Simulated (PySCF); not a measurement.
# Polarisability and C₆ of Fe (iron, neutral)

[Ar] 3d5 4s2 4p1, high-spin 7P determinant (an excited configuration). Calculation: PySCF 2.14, in aug-cc-pwCVTZ-DK; the spin-free X2C one-electron Hamiltonian (Gaussian nucleus). Coupled (time-dependent) response in atomic units; α is the mean over directions.

```tsv
method	mean α (bohr³)	α xx, yy, zz	C₆ (like pair)	S(−4)
B97-3	75.24	62.93, 99.84, 62.93	791.6	2875
```

S(−4) is the Cauchy moment in α(ω) = α(0) + S(−4) ω² + …

α(iu) at B97-3:

```csv
u (hartree),α(iu) (bohr³)
0,75.24
0.0500,68.92
0.100,56.20
0.200,34.53
0.300,22.13
0.500,11.16
0.750,6.218
1.00,4.117
1.50,2.338
2.00,1.574
3.00,0.8917
5.00,0.4158
```

The components differ because the open shell of this determinant is not spherical; for a pure term their mean is the scalar polarisability.
